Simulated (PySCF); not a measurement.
Al₂H₂NO (calculated)

All values are calculated (PySCF 2.14.0). Calculation on a computer-drawn molecule: the log of a Hartree-Fock and frozen-core CCSD(T) single point meant for a local Hartree-Fock minimum, with one planted fault or none, to be diagnosed. Offsets are logged minus clean, where the clean run is the same molecule without the fault. The reference is restricted for singlets and unrestricted otherwise, and also for a bond in bohr or an excited solution. Adding or removing an electron swaps singlet and doublet. The excited solution moves the top pair (singlet) or top alpha electron (doublet) to the lowest empty orbital. Highest occupied and lowest empty are orbital energies over both spins, largest force is the largest gradient component, triples share is (T) over the correlation energy, the T1 limit is 0.02 restricted and 0.045 unrestricted, electrons count all cores, a negative frequency is imaginary (commonest isotopes), and the dipole is about the centre of nuclear charge.

```xyz
6
formula=Al2H2NO meant_charge=0 meant_multiplicity=2 meant_basis=cc-pV(D+d)Z logged_electrons=43 logged_basis_functions=84 logged_SCF_converged=yes logged_spin_squared=0.7546 logged_highest_occupied=-8.9587 logged_lowest_empty=0.41569 logged_largest_force=2.984e-05 logged_lowest_frequency=112.88 logged_T1_diagnostic=0.026877 logged_D1_diagnostic=0.064711 logged_triples_share=0.034272 logged_CC_converged=yes logged_dipole_magnitude=6.2072 logged_SCF_stable_within_its_kind=yes logged_energy_HF=-614.32899 logged_energy_CCSD(T)=-614.82975 possible_faults=no_fault,one_electron_removed,one_electron_added,multiplicity_raised_by_two,geometry_at_a_saddle_point,SCF_held_on_an_excited_solution,minimal_basis_STO-3G,one_bond_length_entered_in_bohr,all_coordinates_scaled planted_fault=no_fault HF_energy_offset_from_clean_run=0 CCSD(T)_energy_offset_from_clean_run=0
O      1.0660    -4.2651     1.0024
Al    -0.0022    -3.1874     0.5776
N     -1.1965    -1.9836     0.1112
Al    -2.4373    -1.0889     1.0719
H     -1.1948    -1.7430    -0.8717
H     -3.3509    -0.0601     0.2783
```

Units: logged_highest_occupied, logged_lowest_empty in eV; logged_largest_force in hartree/bohr; logged_lowest_frequency in cm⁻¹; logged_dipole_magnitude in debye; logged_energy_HF, logged_energy_CCSD(T) in hartree; HF_energy_offset_from_clean_run, CCSD(T)_energy_offset_from_clean_run in kcal/mol.

Drawn bonds:
```tsv
atom	other atom	order
1	2	2
2	3	1
3	4	1
3	5	1
4	6	1
```
